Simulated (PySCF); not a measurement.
# Bond length, frequency and bond energy of RbH⁺ by level of theory

State: ²Σ⁺ (doublet), unpaired electrons σ ↑. Set-up: PySCF, spin-free X2C with a Gaussian nucleus, basis sets Rb x2c-SVPall, H x2c-SVPall. De refers to Rb⁺ + H in their ground configurations, without counterpoise correction. The functionals are run spin-unrestricted. A positive dipole points towards H; it is taken about the centre of mass and depends on that origin. Levels whose curve was spin-contaminated or gave no clean fit are not listed.

```
      Level  Re (Å)  ωe (cm⁻¹)  De (eV)  μ (D)  CPU s a point (SCF and correlation, without the integrals)
        UHF   3.810       98.9    0.012  -0.10                                                       0.087
    UHF-MP2   3.705        122    0.018    n/a                                                         0.2
UHF-SCS-MP2   3.718        119    0.017    n/a                                                         n/a
   UHF-CCSD   3.705        121    0.018    n/a                                                         n/a
UHF-CCSD(T)   3.703        122    0.018    n/a                                                           8
        PBE   3.464        162    0.043   0.06                                                        0.49
       BP86   3.544        120    0.024   0.03                                                        0.34
     r²SCAN   3.433        144    0.055   0.00                                                        0.68
       PBE0   3.511        147    0.031   0.01                                                        0.88
    r²SCAN0   3.409        142    0.046  -0.01                                                        0.74
```

The bond length runs from 3.409 Å (r²SCAN0) to 3.810 Å (UHF). De spans 0.01 eV (UHF, mean field) to 0.06 eV (r²SCAN, meta-GGA). Correlation at CCSD(T) changes the Hartree–Fock bond energy by +0.01 eV; the triples alone change it by +0.00 eV.

Correlated steps freeze 9 core orbitals. The bond is weak. Basis-set superposition, not corrected here, can be much of De in a small basis, most of all at correlated wavefunction levels. Spin–orbit coupling is left out. For an ion De counts to the pair picked by the measured ionisation energies or electron affinities, which need not be the lowest pair at this level. The state was picked by a PBE0 search and need not be the measured ground state.

The whole job (state search and all levels along the bond) took about 2.3 min on 1 thread of Arm Neoverse V2 (shared host), peak memory 0.7 GiB.
